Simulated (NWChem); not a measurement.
C3H3NO2; SMILES N=c1occo1

Computed with NWChem. Pople sets run with spherical d functions. Coordinates come from a B3LYP/6-31G* (spherical d) optimisation. Level: B3LYP/6-31G* with SMD, gas-phase geometry; reactions with the solvents are ignored.

```
SMD term (kcal/mol)                  water  toluene
----------------------------------  ------  -------
distortion of the solute's density    1.78     0.44
polarisation                        -11.59    -5.01
cavity, dispersion and structure      3.74     1.20
```

### Question
Sum the solvation free energies, find the transfer free energy from water to toluene and the partition coefficient at 298.15 K.

### Answer

1. ΔG(solv, water) = -6.07 kcal/mol and ΔG(solv, toluene) = -3.37 kcal/mol (1 M gas to 1 M solution).
2. Transfer: -3.37 − (-6.07) = 2.70 kcal/mol.
3. log₁₀ K(toluene/water) = −ΔG/(RT ln 10) = -2.70/1.364 = -2.0, so the model puts more of the solute in water.
4. Of the transfer energy, 5.24 kcal/mol is electrostatic and -2.54 comes from the non-electrostatic term. The two phases are taken as the pure solvents.
